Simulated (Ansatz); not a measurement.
`O=C[N]([AlH2])[SiH3]` and `[AlH2][N]([SiH3])[SiH3]` differ in one atom or group.

Ansatz, PBE0-D4/def2-TZVP geometries, multiplicity 1. Each molecule was computed in one conformer, which needn't be the lowest.

```tsv
property	`O=C[N]([AlH2])[SiH3]`
size of the dipole moment (PBE/def2-TZVPP) / D	2.66
HOMO energy (PBE0/def2-TZVPP) / eV	-7.92
HOMO–LUMO gap (B3LYP/def2-TZVPP) / eV	5.79
HOMO energy (B3LYP/def2-TZVPP) / eV	-7.67
size of the dipole moment (ωB97M-V/def2-TZVPP) / D	2.92
LUMO energy (ωB97M-V/def2-TZVPP) / eV	-0.05
```

(1) What does the change do to each property? (Best estimate.)

Results:

(1) Computed: 
```json
{"property": "size of the dipole moment (PBE/def2-TZVPP) / D", "`[AlH2][N]([SiH3])[SiH3]`": "0.25", "shift": "-2.41"}
{"property": "HOMO energy (PBE0/def2-TZVPP) / eV", "`[AlH2][N]([SiH3])[SiH3]`": "-7.93", "shift": "-0.01"}
{"property": "HOMO–LUMO gap (B3LYP/def2-TZVPP) / eV", "`[AlH2][N]([SiH3])[SiH3]`": "6.30", "shift": "0.51"}
{"property": "HOMO energy (B3LYP/def2-TZVPP) / eV", "`[AlH2][N]([SiH3])[SiH3]`": "-7.71", "shift": "-0.04"}
{"property": "size of the dipole moment (ωB97M-V/def2-TZVPP) / D", "`[AlH2][N]([SiH3])[SiH3]`": "0.33", "shift": "-2.59"}
{"property": "LUMO energy (ωB97M-V/def2-TZVPP) / eV", "`[AlH2][N]([SiH3])[SiH3]`": "0.36", "shift": "0.41"}
```

Dipoles are sizes alone; their direction can turn.

B3LYP here is the variant with VWN-RPA as its local correlation; programs differ in this.
